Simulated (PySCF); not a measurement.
# [Lu(NH3)2]3+ at several levels of theory

Computed with PySCF 2.14.0 (density fitting, no spin-orbit coupling) at the geometry relaxed with PBE0:

```xyz
9
[Lu(NH3)2]3+ (singlet in the valence; each metal's 4f electrons, 14 of them, lie in its core potential, out of spins and levels)
Lu    0.8241   -0.7640   -0.0002
N    -0.1331    0.1195    1.8858
H     0.4466    0.8184    2.3995
H    -1.0364    0.6232    1.7620
H    -0.3603   -0.5709    2.6338
N    -0.1260    0.1247   -1.8865
H     0.3706   -0.0942   -2.7773
H    -1.1013   -0.1792   -2.0956
H    -0.2010    1.1634   -1.9214
```

```tsv
level	basis	state	HOMO (eV)	gap (eV)	charge on Lu1 (e)	population of f-type functions on Lu1 (polarisation alone where 4f lies in the core)	dipole about the centre of mass (D)	largest force component (eV/Å)
PBE0	Lu lcecp-1-SVP with ECP60, N def2-SVP, H def2-SVP	singlet	-26.47	7.96	2.04	0.03	4.00	0.02
TPSSh	the same	singlet	-25.64	6.79	2.03	0.02	4.03	0.13
PBE0	Lu lcecp-1-TZVP with ECP60, N def2-TZVP, H def2-TZVP	singlet	-26.37	7.94	2.22	0.03	4.04	0.32
```

In the lcecp rows the 4f levels are missing from HOMO and gap, and the state counts the valence alone.

Charges are Mulliken's, which hang on the basis. The relaxation used the grid (50, 194), these runs (75, 302) or, all-electron (x2c bases, spin-free X2C Hamiltonian), (99, 590).

Task: A further run in the first row's basis gives HOMO (eV) -26.18, gap (eV) 7.19, charge on Lu1 (e) 2.00, population of f-type functions on Lu1 (polarisation alone where 4f lies in the core) 0.02, dipole about the centre of mass (D) 4.05, largest force component (eV/Å) 0.13. Which level was it?
A. HF
B. BP86
C. B3LYP

Result: C. The others give HOMO -30.08 eV (HF); -25.07 eV (BP86).

In the first row's basis the gap widens with exact exchange: 5.8 eV for BP86 (none); 6.8 to 8.0 eV for TPSSh, B3LYP, PBE0 (a fixed share); 14.8 eV for Hartree–Fock (rising or full at long range).

An lcecp potential fixes the number of 4f electrons, so in runs with it no electron can move into or out of that shell.
